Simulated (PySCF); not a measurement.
A structure optimised at PBE0-D3(BJ)/def2-SVP, used in a PySCF frequency run:

```xyz
8

Al    -1.0313    -0.0137     0.0000
As     1.3742     0.0625     0.0000
H      1.4204    -0.9885     1.1047
H      1.4204    -0.9885    -1.1047
O     -1.8280     0.0027    -1.5023
H     -2.7667     0.0242    -1.6895
O     -1.8280     0.0027     1.5023
H     -2.7667     0.0242     1.6895
```

Question: Write its SMILES, formula and point group.

Answer: [OH][Al]([OH])[AsH2], AlAsH4O2, Cs

Question: What are its rotational constants (standard atomic weights)?

Answer: 6.1171, 1.6992, 1.3453 GHz
